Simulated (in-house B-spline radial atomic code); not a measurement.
# Removing one electron from Au⁶⁷⁺

Closed shell [Ne] 3s2. Computed with an all-electron radial atomic-structure program (B-spline basis): Koopmans values of Dirac-Hartree-Fock plus a diagonal self-energy, in second order or with its direct term screened (direct RPA, with the hole-particle interaction, or full time-dependent Hartree-Fock), linearised in energy; no-pair Dirac-Coulomb Hamiltonian, finite nucleus. Shifts add to the Koopmans value (the ΔSCF shift is orbital relaxation alone); the final value takes TDHF screening with Breit and QED.

Command:
```bash
python run_mb.py task.json out
```
Settings (nuclear radius in fm, box in bohr, cutoff in hartree):
```
basis_form          2
Z                   79
core_configuration  [Ne] 3s2
rms_radius          5.4371
mass_number         197
speed_of_light      137.036
box_radius          2.075
lmax                7
intervals           55
virtual_cutoff      24964.0
```

Run time, properties included: 4.6 s on 1 thread of Arm Neoverse N1, on a shared host.

Energies in eV:

```json
{"subshell": "3s1/2", "Koopmans": "8224.76", "ΔSCF shift": "-0.248", "second order": "?", "direct RPA": "?", "hole-particle": "?", "TDHF": "?", "Breit + QED": "?", "final": "?"}
```

What does the self-energy do to 3s1/2?

It shifts the removal energy by 3.891 eV in second order, 3.043 with direct RPA, 3.558 with the hole-particle term and 3.780 with TDHF screening (quasi-particle weight 0.996); Breit and QED add -14.601 eV. The final value is 8213.94 eV, against 8210 ± 40 eV (NIST, tabulated theory).
